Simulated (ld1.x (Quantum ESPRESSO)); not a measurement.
What one change does to a pseudopotential (Ni (Z = 28), TM)

ld1.x (Quantum ESPRESSO) 7.5 input, shortened:

```
&input
   title='Ni', zed=28., rel=1, dft='PBE', iswitch=3,
   config='[Ar] 3d8 4s1.5 4p0'
 /
 &inputp
   pseudotype=2, tm=.true., lloc=-2, rcloc=2.40,
   nlcc=.false.
 /
3
4S  1  0   1.50   0.00  1.60  1.60  0.0
4P  2  1   0.00   0.00  2.50  2.50  0.0
3D  3  2   8.00   0.00  1.35  1.35  0.0
 &test
   configts(1)='3d8 4s1.5 4p0'
 /
```

Change: all radii scaled by about 0.75 (s 1.20, p 1.88, d 1.02 bohr); local potential all-electron potential smoothed inside 1.80 bohr (lloc = -2).

Cutoffs: the cutoffs (Ry, on a coarse ladder) from which the occupation-weighted sum of valence levels, in a spherical-Bessel basis at the reference potential, stays within 10 and 1 mRy of its value at 400 Ry; they do not see the model core or the augmentation charge, which bear on the density cutoff. Errors are all-electron minus pseudo energies relative to the spin-unpolarised reference configuration.

**Question.** Predict the effect on cutoff, ghosts and configuration errors.

**Answer.** A bound ghost appears in s, which as a rule spoils a file; of the 7 tests that both files solve, the error grows in 3 and shrinks in 3 by more than 15 % and 0.3 meV (median size 9.1 → 6.3 meV).

```csv
quantity,base,changed
"cutoff, loose",140 Ry,200 Ry
"cutoff, tight",260 Ry,over 300 Ry
loose cutoff by channel (10 mRy a level),"s 21 Ry, d 120 Ry","s 140 Ry, d 180 Ry"
bound ghosts,none,s
"error for 3d8 4s2 4p0, meV [ΔE -3.72 eV]",+1.6,+4.0
"error for 3d8 4s1 4p0, meV [ΔE 5.61 eV]",+2.5,+6.2
"error for 3d8 4s0 4p0, meV [ΔE 22.96 eV]",+57,+64
"error for 3d7 4s2 4p1, meV [ΔE 6.83 eV]",-337,-88
"error for 3d8.5 4s1.5 4p0, meV [ΔE -4.90 eV]",-46,-15
"error for 3d8 4s1 4p1, meV [ΔE 0.88 eV]",+0.7,+2.8
"error for 3d8 4s0 4p2, meV [ΔE 5.78 eV]",+9.1,-6.3
```

 A true bound ghost makes a file unfit for plane-wave use even where its test errors are small: the radial tests pick states by their node count and pass the ghost by.
